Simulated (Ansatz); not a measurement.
Problem. Name a neutral molecule of C, Ge, S and H with HOMO energy (ωB97M-V/def2-TZVPP) between -8.55 and -8.25 eV and HOMO energy (PBE/def2-TZVPP) between -5.40 and -5.10 eV (Ansatz, PBE0-D4/def2-TZVP geometry).

Solution. `C1=[CH][GeH2][S]1` (-8.50 eV, -5.33 eV); `C[C](=S)[GeH3]` (-8.43 eV, -5.11 eV); `CC#C[S][GeH3]` (-8.48 eV, -5.30 eV). Other molecules can fit too; these were computed, each in one conformer that needn't be the lowest.
